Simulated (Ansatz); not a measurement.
`[F][Ti]([Cl])([Cl])[SeH]` + HCl → `[Cl][Ti]([Cl])([Cl])[SeH]` + H–F at 600 K and 1 bar (ligand exchange at a Ti–F bond).

Calculated with Ansatz (gas phase, PBE0-D4/def2-TZVP geometries, no zero-point term in ΔE). CBS: MP2 limit from def2 TZ/QZ plus the TZ coupled-cluster correction, frozen cores. This one scheme is used for every species. For Se, Ti outer-core shells are correlated without core-valence functions, which leaves a few kJ/mol of doubt a bond. Scalar relativity is left out up to krypton. One conformer a species, not always the lowest.

```csv
species,CCSD(T)/CBS energy (Eh),H − E (kJ/mol),S (J/(mol·K))
`[F][Ti]([Cl])([Cl])[SeH]`,-4269.81265,92.9,470.9
HCl,-460.38127,35.4,207.2
`[Cl][Ti]([Cl])([Cl])[SeH]`,-4629.79564,91.9,485.3
H–F,-100.39570,42.3,194.0
```

H − E and S are ideal-gas, rigid-rotor, harmonic terms from PBE0-D4/def2-TZVP, for one conformer and one mirror image of each species. 1 Eh = 2625.50 kJ/mol, R = 8.31446 J/(mol·K).

Problem. By hand: ΔE, ΔH, ΔS and ΔG.

Solution. ΔE = (-4629.79564) + (-100.39570) − (-4269.81265) − (-460.38127) = 0.00258 Eh = 6.8 kJ/mol. Δ(H − E) = 91.9 + 42.3 − 92.9 − 35.4 = 5.9, so ΔH = 12.7 kJ/mol. ΔS = 485.3 + 194.0 − 470.9 − 207.2 = 1.2 J/(mol·K). ΔG = 12.7 − 600 × (1.2)/1000 = 12.0 kJ/mol.

Problem. By hand: the equilibrium constant, and the temperature at which ΔG would vanish if ΔH and ΔS stayed fixed.

Solution. log₁₀ K = −ΔG/(RT ln 10) = -1.0. ΔG = 0 at ΔH/ΔS = 10583 K, far beyond where these terms or the molecules hold.

The number of gas molecules stays the same, so ΔS is small and ΔH decides. A doubt of 5 kJ/mol in ΔE shifts log₁₀ K by 0.4 here. Other conformers and mirror images would add mixing entropy, several J/(mol·K) or more a flexible species. These are equilibria of isolated gas molecules and say nothing of rates. Largest T1 diagnostic: 0.025 (customary marks: 0.02 for closed shells, 0.045 for open ones).
